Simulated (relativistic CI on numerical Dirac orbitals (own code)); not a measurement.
# Ti XXII: q coefficients and field-shift factors

Computed by Dirac equation for one electron (own radial code, finite nucleus).

CI space: 1s, 2s, 2p. Levels of other configurations are missing.

With x = (α/α₀)² − 1 an excitation energy changes as ω = ω₀ + qx; K = 2q/ω₀ is the relative enhancement. Terms are leading LS components, so labels can repeat. The field-shift factor is F = δν/δ⟨r²⟩ for the transition from the lowest level.

Lowest level 1s 2S_1/2.

```csv
Level,ω₀ (cm⁻¹),q (cm⁻¹),K,F (GHz/fm²)
2p 2P°_1/2,40072288,241300,0.012,-418
2s 2S_1/2,40072312,241300,0.012,-363
2p 2P°_3/2,40159246,329700,0.0164,-419
```
